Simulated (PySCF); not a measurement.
Compound: meta-chlorobenzaldehyde, C7H5ClO.
SMILES with atom numbers: `[O:1]=[CH:2][c:3]1[cH:4][cH:5][cH:6][c:7]([Cl:8])[cH:9]1`

NICS is the negative of the GIAO shielding at a point without a nucleus: at the ring centre (0) and 1 Å above and below it (1); zz is the component along the ring normal. Level: GIAO B97-2/pcSseg-2 (PySCF, non-relativistic, gas phase) on the PBE0-D3(BJ)/def2-TZVP geometry, one conformer.

Ring bond lengths (Å): C3–C4 1.392, C4–C5 1.382, C5–C6 1.390, C6–C7 1.386, C7–C9 1.384, C9–C3 1.390.

Question: What do the NICS probes read (ppm)?

Answer: 
```
             ring                                              type  NICS(0)  NICS(1), two faces  NICS(1)zz, two faces  rms pucker (Å)  centre to ring atoms, mean (Å)
C3–C4–C5–C6–C7–C9  6-membered carbocycle; formal bonds all aromatic     -8.6         -9.7 / -9.7         -26.3 / -26.3            0.00                            1.39
```

Question: What can be read from them?

Answer: 
- C3–C4–C5–C6–C7–C9: mean NICS(1)zz -26.3 ppm, shielded, aromatic by this magnetic criterion (flat ring, no four-coordinate atom).

Question: How equal are the bonds by HOMA? Use HOMA with the parameters of Krygowski (1993).

Answer: 
- C3–C4–C5–C6–C7–C9: HOMA 1.00 = 1 − EN − GEO, with mean bond length 1.387 Å, EN = α(Ropt − mean)² = 0.000 and GEO = α × variance = 0.003. The geometric and the magnetic index point the same way.

Question: What is the mean of the two in-plane components of NICS at the first NICS(1) probe listed for ring C3–C4–C5–C6–C7–C9, 1 Å off the ring?

Answer: The isotropic value is a third of the trace: (3 × -9.7 − (-26.3))/2 = -1.4 ppm.

Question: List the ring angles.

Answer: 
- C3–C4–C5–C6–C7–C9: C3 120.5°, C4 119.5°, C5 120.4°, C6 119.6°, C7 120.6°, C9 119.4°; sum 720.0° against 720° for a flat convex ring.

Question: How shielded are the nuclei of the rings and their hydrogens (means over atoms taken as equivalent)?

Answer: 
```tsv
atoms	environment	σ isotropic (ppm)	principal values of the symmetric part, first atom (ppm)
C3	substituted aromatic carbon	40.9	-47.2, 10.2, 159.8
C4	aromatic CH carbon	53.8	-50.4, 25.1, 186.8
C5	aromatic CH carbon	48.9	-59.1, 33.5, 172.3
C6	aromatic CH carbon	43.6	-58.2, 34.6, 154.3
C7	aromatic C–Cl carbon	36.9	-60.8, 48.5, 122.9
C9	aromatic CH carbon	43.5	-47.9, 24.1, 154.5
H on C4	aromatic hydrogen	23.36	19.8, 23.3, 27.0
H on C5	aromatic hydrogen	23.97	20.5, 24.1, 27.4
H on C6	aromatic hydrogen	23.82	20.0, 22.3, 29.2
H on C9	aromatic hydrogen	23.75	20.6, 21.9, 28.7
```

Question: How do the values depend on the level or the medium?

Answer: 
| level | NICS(0), C3–C4–C5–C6–C7–C9 | mean NICS(1)zz, C3–C4–C5–C6–C7–C9 |
| --- | --- | --- |
| B97-2/pcSseg-2, gas | -8.6 | -26.3 |
| KT3/pcSseg-2, gas | -8.3 | -25.0 |
| PBE0/pcSseg-2, gas | -8.5 | -26.5 |
| wB97X-D/pcSseg-2, gas | -8.5 | -26.8 |
| WP04/pcSseg-2, IEF-PCM chloroform | -8.9 | -25.5 |
| wB97X-D/pcSseg-2, IEF-PCM chloroform | -8.4 | -26.8 |

The geometry is the same throughout; the continuum's cavity takes Bondi-type radii × 1.2.

Shape of the structure used: `[O:1]=[CH:2][c:3]1[cH:4][cH:5][cH:6][c:7]([Cl:8])[cH:9]1`: O1–C2–C3–C4 0°.
